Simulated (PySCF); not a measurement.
Two species compared at the same levels of theory.

First species: C3H13FN2Si3.
Atom-mapped SMILES: `[F:1][Si@H:2]([NH:3][SiH3:4])[C:5]1([NH:6][SiH3:7])[CH2:8][CH2:9]1` (hydrogens: H10 on Si2; H11 on N3; H12, H13, H14 on Si4; H15 on N6; H16, H17, H18 on Si7; H19, H20 on C8; H21, H22 on C9)

Geometry (GFN2-xTB, Å), atoms numbered from 1 in this order:
```xyz
22
C3H13FN2Si3 angstrom
F      0.2980   -0.5232    2.0890
Si     0.8144   -0.7218    0.5659
N      1.7444    0.6387    0.0912
Si     3.0690    1.3729    0.9402
C     -0.6841   -0.8551   -0.5730
N     -0.9982    0.2769   -1.4021
Si    -1.7656    1.7111   -0.8526
C     -1.0198   -2.2011   -1.1655
C     -1.8621   -1.6448   -0.0678
H      1.6227   -1.9278    0.6544
H      1.3471    1.1979   -0.6460
H      3.9090    0.2773    1.4152
H      3.7424    2.1996   -0.0635
H      2.6122    2.1969    2.0622
H     -0.4222    0.3140   -2.2290
H     -1.0332    2.4370    0.1968
H     -1.8416    2.5285   -2.0651
H     -3.0901    1.3572   -0.3383
H     -0.3709   -3.0381   -0.9557
H     -1.4402   -2.2090   -2.1605
H     -1.7968   -2.0864    0.9148
H     -2.8448   -1.2812   -0.3246
```

Second species: C5H15ClSi2.
SMILES: `C[C@H](Cl)CCC([SiH3])[SiH3]`

Levels: PBE0/pcSseg-1 for dipole moment, HOMO energy, LUMO energy and HOMO–LUMO gap; GFN2-xTB for rotational constant A and rotational constant C. Geometries: GFN2-xTB. Each species is one conformer at its optimised geometry, gas phase, non-relativistic unless stated. Electronic properties by PySCF.

The conformers computed, where there is a choice (atom-mapped SMILES and torsion angles):
- `[F:1][Si@H:2]([NH:3][SiH3:4])[C:5]1([NH:6][SiH3:7])[CH2:8][CH2:9]1`: F1–Si2–N3–Si4 50°, F1–Si2–C5–N6 106°, Si2–C5–N6–Si7 -77°
- `[CH3:1][C@H:2]([Cl:3])[CH2:4][CH2:5][CH:6]([SiH3:7])[SiH3:8]`: C1–C2–C4–C5 -173°, C2–C4–C5–C6 178°, C4–C5–C6–Si7 -171°

| property | column X | column Y |
| --- | --- | --- |
| dipole moment | 2.27 D | 2.41 D |
| HOMO energy | -6.80 eV | -8.21 eV |
| LUMO energy | 0.21 eV | 0.48 eV |
| HOMO–LUMO gap | 7.01 eV | 8.69 eV |
| rotational constant A | 1.286 GHz | 1.804 GHz |
| rotational constant C | 0.522 GHz | 0.461 GHz |

Problem. Which column belongs to which species?

Solution. Column X is the first species and column Y the second. The first has 22 atoms and 96 electrons, the second 23 and 90.

Problem. How does each property change from the first species to the second?

Solution. dipole moment +0.14 D; HOMO energy -1.41 eV; LUMO energy +0.27 eV; HOMO–LUMO gap +1.68 eV; rotational constant A +0.518 GHz; rotational constant C -0.061 GHz.

On the first: A dipole of 2.27 D is allowed in C1, and pure rotational transitions are dipole-allowed. The dipole matches unit charges of opposite sign 0.47 Å apart (1 e·Å = 4.8032 D).

On the second: In atomic units the dipole is 0.95 e·bohr (1 au = 2.5417 D).
